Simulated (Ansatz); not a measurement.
A CCSD(T) single point on CH3FO2Si (`O=CO[SiH2]F`).

```yaml
crystal:
  periodic: [false, false, false]
  atoms:
    - {symbol: O, position_ang: [-0.238248, 0.192772, 1.877505]}
    - {symbol: C, position_ang: [-0.611849, 0.913668, 1.003139]}
    - {symbol: O, position_ang: [-0.403688, 0.694460, -0.303056]}
    - {symbol: Si, position_ang: [0.484188, -0.625745, -0.824204]}
    - {symbol: F, position_ang: [-0.351419, -1.952278, -0.583502]}
    - {symbol: H, position_ang: [-1.172130, 1.846146, 1.157712]}
    - {symbol: H, position_ang: [1.767850, -0.713236, -0.107747]}
    - {symbol: H, position_ang: [0.617297, -0.412888, -2.275647]}
basis:
  gaussian: {orbitals: def2-SVP}
correlation: {method: ccsd_t}
```

```sh
$ ansatz run in.yaml --threads 2 --pin off --events-out ev --progress --plain --max-ram 4352MiB
```

Log, shortened:

```
Functional definition: HF
850 factors; integrals over basis functions are off by at most 1.2e-3 eV
mean field evaluation 1: about -15710.5855 eV, gradient 4.4e1 eV
mean field evaluation 2: about -15710.6427 eV, gradient 4.5e1 eV
mean field evaluation 4: about -15714.5513 eV, gradient 3.6e0 eV
mean field evaluation 8: about -15714.6053 eV, gradient 4.2e-1 eV
mean field -15714.60698253 eV, -577.5011548647 hartree, gradient 1.3e-6 eV, S^2 0.000000; 0 other end points of the search recorded, 0 dependent functions left out
9 core orbitals not correlated: weight in the atoms' cores, before any rotation towards them, 1.000 or more for the frozen orbitals, at most 0.000 for the correlated occupied ones
reference -15714.60698253 eV, -577.5011548647 hartree; 15, 15 occupied and 65, 65 virtual orbitals, 850 factors
second order -20.88238596 eV of doubles, -0.00000000 eV of singles
cycle   1  -20.87096349 eV  change    1.1e-2 eV  update   1.2e-1
cycle   2  -21.43921243 eV  change   -5.7e-1 eV  update   3.4e-2
cycle   3  -21.59143625 eV  change   -1.5e-1 eV  update   1.8e-2
cycle   4  -21.57816641 eV  change    1.3e-2 eV  update   3.9e-3
cycle   5  -21.57652337 eV  change    1.6e-3 eV  update   1.5e-3
cycle   6  -21.57718382 eV  change   -6.6e-4 eV  update   3.9e-4
cycle   7  -21.57696973 eV  change    2.1e-4 eV  update   1.3e-4
cycle   8  -21.57687177 eV  change    9.8e-5 eV  update   4.2e-5
cycle   9  -21.57688202 eV  change   -1.0e-5 eV  update   1.8e-5
perturbative correction -0.54516176 eV, -0.0200343252 hartree
Total energy: -15736.72902631 eV, -578.3141249789 hartree
```

Run time 3.5 s (2 threads of an Arm Neoverse V2 on a shared host); peak host memory 0.31 GiB.

Correlation energy per correlated electron: -0.737 eV. T1 diagnostic: 0.0151.
